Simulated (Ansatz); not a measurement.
Input file for Ansatz (a quantum-chemistry and plane-wave program): R-B3LYP-D3(BJ)/def2-TZVP on GeH2O (SMILES [OH][GeH]).

Ansatz 0.2 input:
```yaml
crystal:
  periodic: [false, false, false]
  atoms:
    - {symbol: Ge, position_ang: [-0.24377540, -0.54662509, 0.96341724]}
    - {symbol: H, position_ang: [-1.54841184, -0.43399342, -0.13853293]}
    - {symbol: O, position_ang: [0.95940287, 0.31210430, -0.00904413]}
    - {symbol: H, position_ang: [0.80379050, 0.70199684, -0.84386226]}
basis:
  gaussian:
    orbitals: def2-TZVP
hamiltonian:
  xc: b3lyp
  dispersion: d3bj
relax: {f_tol: 0.003, max_steps: 120}
```

### Question
Give the final energy of this run.

### Answer
-2153.5121 hartree.

### Question
How many basis functions does it have, and what does it roughly cost on one machine?

### Answer
91 functions; about 10 core-seconds (a rough figure).
